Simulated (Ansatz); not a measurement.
Computed with Ansatz on PBE0-D4/def2-TZVP structures; ΔE is electronic, products minus reactants. CCSD(T)/CBS adds triple-zeta CCSD(T) − MP2 to the extrapolated MP2 energy (def2 sets, frozen cores). This one scheme is used for every species, atoms too. Open shells (•) are unrestricted, without spin–orbit coupling. Spin–orbit coupling would lower the free atoms: a little for B, O, Si. Each species was taken in one conformer, which may not be the lowest.

Consider the atomization: `O[SiH]1BNB1` → 2 B• + 5 H• + N• + O• + Si•.

| species | CCSD(T)/CBS(def2) energy (Eh) |
| --- | --- |
| `O[SiH]1BNB1` | -471.61543 |
| B• | -24.60433 |
| H• | -0.50000 |
| N• | -54.53257 |
| O• | -75.00631 |
| Si• | -288.94402 |

Work out ΔE.

ΔE = 5 × (-0.50000) + 2 × (-24.60433) + (-54.53257) + (-75.00631) + (-288.94402) − (-471.61543) = 1.42387 Eh = +893.5 kcal/mol.

Largest T1 diagnostic among the species: 0.014.

At CCSD(T), def2-SVP lies −56.7 kcal/mol from the extrapolated value and def2-TZVPP −25.8 kcal/mol: correlation converges slowly with the basis, and small sets miss more of it in the bonded molecule than in its fragments. The D4 term adds +7.7 kcal/mol with B3LYP and +4.0 kcal/mol with PBE0; it sums over pairs of atoms, weighted by their polarisabilities, and B3LYP, whose exchange is more repulsive, gets the larger term. From PBE to PBE0 (25 % exact exchange), in def2-TZVPP and without D4, ΔE moves by −15.8 kcal/mol: exact exchange takes away binding that semilocal exchange gives to molecules.

B3LYP here is the variant with VWN-RPA as its local correlation; programs differ in this.

For atomizations the MP2-based limit and the directly extrapolated one differ by several kJ/mol either way, and by 10 to 25 for some Ge, Se and Sn compounds, so smaller differences from it don't rank the levels.
